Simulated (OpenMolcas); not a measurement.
Levels of P³⁺ by method

```json
{
  "Program": "OpenMolcas 26.06",
  "Basis": "ANO-L-VTZP [5s4p2d1f]",
  "Scalar Hamiltonian": "non-relativistic, point nucleus",
  "Active space": "2 electrons in 4 orbitals (3s 3p)",
  "State averaging": "2S+1 = 3 even, 3 roots; 2S+1 = 1 even, 7 roots; 2S+1 = 3 odd, 3 roots; 2S+1 = 1 odd, 3 roots",
  "Spin-orbit coupling": "RASSI with atomic mean-field integrals over the reference wave functions, term energies averaged over their components"
}
```

Methods on the same reference wave functions:
A. CASSCF
B. SS-CASPT2, IPEA 0.25 Eh, imaginary shift 0.1 Eh (closed shells correlated: 2s 2p)
C. MS-CASPT2, IPEA 0.25 Eh, imaginary shift 0.1 Eh (closed shells correlated: 2s 2p)

Energies in cm-1 above 3s2 1S0, the measured ground level; measured values from Martin, Zalubas and Musgrove, J. Phys. Chem. Ref. Data 14, 751 (1985).

```json
{"Level": "3s2 1S0", "A": "0.0", "B": "0.0", "C": "0.0", "Measured": "0.0"}
{"Level": "3s 3p 3P* 0", "A": "66280", "B": "66220", "C": "66270", "Measured": "67918"}
{"Level": "3s 3p 3P* 1", "A": "66478", "B": "66420", "C": "66470", "Measured": "68146"}
{"Level": "3s 3p 3P* 2", "A": "66877", "B": "66820", "C": "66870", "Measured": "68615"}
{"Level": "3s 3p 1P* 1", "A": "116229", "B": "107710", "C": "107750", "Measured": ""}
{"Level": "3p2 3P0", "A": "163596", "B": "163270", "C": "163310", "Measured": "164941"}
{"Level": "3p2 3P1", "A": "163796", "B": "163470", "C": "163520", "Measured": "165185"}
{"Level": "3p2 3P2", "A": "164178", "B": "163810", "C": "163860", "Measured": "165654"}
{"Level": "3p2 1D2", "A": "177332", "B": "165390", "C": "165440", "Measured": "158142"}
{"Level": "3p2 1S0", "A": "206622", "B": "195780", "C": "195880", "Measured": "194592"}
```

Deviations, from unrounded energies. A percentage is the sum of absolute deviations over the sum of measured energies, with the sign that they share, or ± where signs differ.

| Against measurement | Levels | A | B | C |
| --- | --- | --- | --- | --- |
| mean absolute deviation (cm-1) | 8 | 5100 | 2400 | 2300 |
| other configurations (%) | 8 | ±3.8 | ±1.8 | ±1.8 |

B, C lie about equally close to measurement and A furthest from it. The largest miss of C in the table is 3p2 1D2, by +7300 cm-1. The ranking rests on the paired levels alone, and a cruder setting can come out closer through cancelling errors.

Between B and C the level of the table that moves most is 3p2 1S0, by 95 cm-1 (lowest in B, highest in C). Moves below CASPT2's spread within the term are not significant.

The mean deviations of B to C differ by less than CASPT2's widest spread within a term (260 cm-1), so their order carries little weight.

The lowest spin-free term lies below A's lowest term by 0.016 hartree in B, 0.017 hartree in C.

Term energies are means over components that CASPT2 splits; among the terms shown or strongly mixed into the levels shown the widest spread is 260 cm-1 (3p2 1D, C). Over all roots computed the reference weight is 0.92 to 1.00 in B, 0.92 to 1.00 in C; the roots of lowest weight are the least certain, and an intruder state may touch them. The ¹D term of p² mixes with s d, which this space lacks. Computed and measured levels are paired by configuration, term and J; levels that our copy of the source lacks, or whose pairing is in doubt (as where it misses far off the trend of its configuration), stay unpaired and out of the deviations. Only configurations of the active space appear.

* marks odd parity.
